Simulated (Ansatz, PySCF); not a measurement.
Si(H)(F)(Br)(NH2) (BrFH3NSi), SMILES N[SiH](F)Br. Atoms are numbered in the order given.

```xyz
7

Si     0.3191    -0.9064     0.3256
N      2.0039    -0.7394     0.2142
F     -0.3289    -1.8816    -0.7979
Br    -0.5868     1.0817    -0.0172
H     -0.0683    -1.4662     1.6373
H      2.6319    -1.4527     0.5660
H      2.4397    -0.1416    -0.4779
```

Geometry: PBE0-D3(BJ)/def2-SVP. The structure was generated by enumeration, and PubChem lists no compound with its InChIKey, so it may never have been made. One conformer was computed; it need not be the lowest.

Vertical ionisation energy (IE) and electron affinity (EA) in eV. Rows of orbital energies are one-electron estimates. Where ΔSCF, EOM or ADC give a negative EA the extra electron is unbound and the value depends on the basis.

```csv
level,IE,EA
"−ε(HOMO), −ε(LUMO), M06-2X/def2-TZVP (PySCF)",9.62,-1.17
"−ε(HOMO), −ε(LUMO), PBE/def2-TZVP (PySCF)",6.77,0.39
"ΔSCF, PBE0/def2-SVPD (Ansatz), final states of multiplicity 2 and 2",10.46,-1.31
"ΔSCF, PBE/def2-SVPD (Ansatz), final states of multiplicity 2 and 2",[?],[?]
```

Complete the blanks. (Estimate from the structure and the level; the computed values follow.)


- ΔSCF, PBE/def2-SVPD (Ansatz, an electronic-structure program), final states of multiplicity 2 and 2, IE: 10.07
- ΔSCF, PBE/def2-SVPD (Ansatz), final states of multiplicity 2 and 2, EA: -1.10

What vertical singlet–triplet gap does ΔSCF give with PBE0/def2-SVPD (Ansatz) and with PBE/def2-SVPD (Ansatz)? (The exact figures need the calculation; the answer reports its results.)

6.68 and 6.30 eV (triplet above singlet where positive).
